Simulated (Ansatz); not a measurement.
Reaction (formal exchange of groups at the Al–O bond): `C[O][AlH][Cl]` + `[CH3][AlH][CH3]` → `[CH3][Al]([CH3])[AlH][Cl]` + CH₃OH

Calculated with Ansatz (gas phase, PBE0-D4/def2-TZVP geometries, no zero-point term in ΔE). CBS: MP2 limit from def2 TZ/QZ plus the TZ coupled-cluster correction, frozen cores. This one scheme is used for every species. Functionals use def2-TZVPP. One conformer a species, not always the lowest.

`C[O][AlH][Cl]`:

Cartesian coordinates in Å:
```
C -0.603 -0.603 0.970
O -0.494 0.462 0.069
Al 0.549 0.910 -1.158
Cl 2.182 -0.327 -1.604
H -1.558 -1.118 0.824
H 0.205 -1.334 0.851
H -0.576 -0.225 1.997
H 0.294 2.235 -1.949
```

`[CH3][AlH][CH3]`:

Cartesian coordinates in Å:
```
C -1.341 -0.171 1.074
Al 0.397 0.437 0.422
C 1.066 -0.099 -1.334
H -2.136 0.067 0.359
H -1.617 0.258 2.040
H -1.349 -1.262 1.182
H 1.310 1.378 1.330
H 0.353 -0.698 -1.906
H 1.332 0.776 -1.937
H 1.986 -0.685 -1.231
```

`[CH3][Al]([CH3])[AlH][Cl]`:

Z-matrix (Å, degrees):
```
C
Al 1 1.956
H 1 1.097 2 110.2
H 1 1.096 2 110.6 3 117.2
H 1 1.092 2 113.5 3 -121.1
C 2 1.959 1 120.4 3 -62.0
Al 2 2.610 1 119.4 3 118.2
H 6 1.093 2 113.1 1 5.3
H 6 1.096 2 110.4 1 -115.4
H 6 1.095 2 111.4 1 127.2
Cl 7 2.123 2 116.0 1 2.1
H 7 1.592 2 131.2 1 -177.9
```

CH₃OH:

Z-matrix (Å, degrees):
```
C
O 1 1.409
H 1 1.097 2 112.4
H 1 1.090 2 107.0 3 -118.5
H 1 1.097 2 112.4 3 123.0
H 2 0.959 1 108.5 3 -61.6
```

```json
{"level": "PBE0-D4", "ΔE (kJ/mol)": "121.0"}
{"level": "HF/def2-TZVPP", "ΔE (kJ/mol)": "148.0"}
{"level": "MP2/def2-QZVPP", "ΔE (kJ/mol)": "147.0"}
{"level": "MP2/CBS(def2)", "ΔE (kJ/mol)": "146.3"}
```

(1) What does CCSD(T)/CBS give? (Best estimate.)

Largest T1 diagnostic among the species: 0.011.

## Answers

(1) Computed: +134.6 kJ/mol. The listed levels differ from it by -13.6, 13.4, 12.4, 11.7 kJ/mol.

From PBE to PBE0 (25 % exact exchange), in def2-TZVPP and without D4, ΔE moves by +3.4 kJ/mol.
